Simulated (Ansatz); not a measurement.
Ansatz (a program for electronic structure) input:
A basis named .json is the Basis Set Exchange file of that set.

Ansatz 0.2 input:
```yaml
crystal:
  periodic: [false, false, false]
  atoms:
    - {symbol: Si, position_ang: [0.93370886, 0.35327304, 0.17643957]}
    - {symbol: O, position_ang: [-0.35386168, -0.51719537, -0.41171650]}
    - {symbol: C, position_ang: [-1.64271412, -0.35910944, -0.01805719]}
    - {symbol: H, position_ang: [2.07813153, 0.01000933, -0.68692786]}
    - {symbol: H, position_ang: [1.20779967, -0.01590870, 1.58386308]}
    - {symbol: H, position_ang: [0.63100095, 1.80293821, 0.10779398]}
    - {symbol: H, position_ang: [-1.95436201, 0.59680999, 0.38638761]}
    - {symbol: H, position_ang: [-2.34731614, -1.04745186, -0.45919559]}
basis:
  gaussian:
    orbitals: aug-cc-pV_D+d_Z.json
magnetization: {spin_polarized: true, initial_magnetization: 1}
correlation: {method: ccsd_t, electrons: outside_noble_gas}
output: {forces: true}
```

**Question.** Which total energy does the run end on?

**Answer.** -405.05281 Eh (CCSD(T)/aug-cc-pV(D+d)Z). The basis has 123 functions.

It need not be the lowest isomer of its formula.
